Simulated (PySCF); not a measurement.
F3Ge, SMILES [F][Ge]([F])[F] (connectivity only; charge and spin as stated), charge +1, multiplicity 1.

Geometry optimised at B3LYP-D3(BJ)/def2-SVP. The spin state was assumed, not searched. The isomer is the one that the SMILES or the coordinates give; other isomers of the formula were not compared.

All values below come from TDA-B3LYP/def2-SVPD run with PySCF.

Vertical excitations; the highest root listed may be one member of a degenerate set. Isolated molecule, no solvent. State labels are in the subgroup C2v.

**Question.** Give excitation energies, oscillator strengths and character. (Estimate from the structure and the level; the computed values follow.)

**Answer.** 
```csv
state,symmetry,energy (eV),λ (nm),f,main pairs
S1,B1,6.47,192,0.000,HOMO→LUMO 100 %
S2,A2,6.74,184,0.000,HOMO−2→LUMO (degenerate set)
S3,B2,6.74,184,0.000,HOMO−1→LUMO (degenerate set)
S4,A1,7.04,176,0.033,HOMO−4→LUMO (degenerate set)
S5,B1,7.04,176,0.033,HOMO−3→LUMO (degenerate set)
S6,B2,7.87,158,0.059,HOMO−5→LUMO 99 %
S7,A2,8.27,150,0.000,HOMO→LUMO+1 100 %
S8,A1,8.62,144,0.001,"HOMO−1→LUMO+1, HOMO−7→LUMO (degenerate set)"
S9,B1,8.62,144,0.001,"HOMO−2→LUMO+1, HOMO−6→LUMO (degenerate set)"
S10,A2,8.63,144,0.000,HOMO−3→LUMO+1 100 %
T1,B1,5.98,207,0,HOMO→LUMO 99 %
T2,A2,6.25,198,0,HOMO−2→LUMO (degenerate set)
T3,B2,6.25,198,0,HOMO−1→LUMO (degenerate set)
T4,A1,6.29,197,0,HOMO−4→LUMO 98 %
```
Triplets are in the Tamm–Dancoff approximation.
